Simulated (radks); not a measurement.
Question: Species: Bi54+. Configuration: [Ar] 3d10 4s1 (the NIST ground configuration). All-electron calculation, non-relativistic Kohn-Sham, r2SCAN, spin-polarised, spherical densities, point nucleus; open shells are filled with parallel spins first (spin-orbit coupling, left out, can overturn this in heavy ions); meta-GGA in the generalised Kohn-Sham scheme; relativity is left out, which matters for an element this heavy. Program: a radial shooting solver on a logarithmic mesh with Libxc functionals. Some entries of the table are withheld. Estimate them.

orbital,occ.,eigenvalue (eV),<r^2> (bohr^2)
1s up,1,-84158.30,0.0004442
1s down,1,-84157.14,0.0004442
2s up,1,-16719.85,0.006844
2s down,1,-16719.20,0.006844
2p up,3,-16226.50,0.005040
2p down,3,-16225.72,0.005040
3s up,1,-6114.866,0.04001
3s down,1,-6113.651,0.03999
3p up,3,-5887.655,0.03656
3p down,3,-5886.140,0.03653
3d up,5,(1),0.02773
3d down,5,(2),0.02771
4s up,1,-3118.262,0.1454
4s down,0,-3092.646,0.1453

Answer: 
(1) 3d up eigenvalue (eV): -5475.419
(2) 3d down eigenvalue (eV): -5473.894
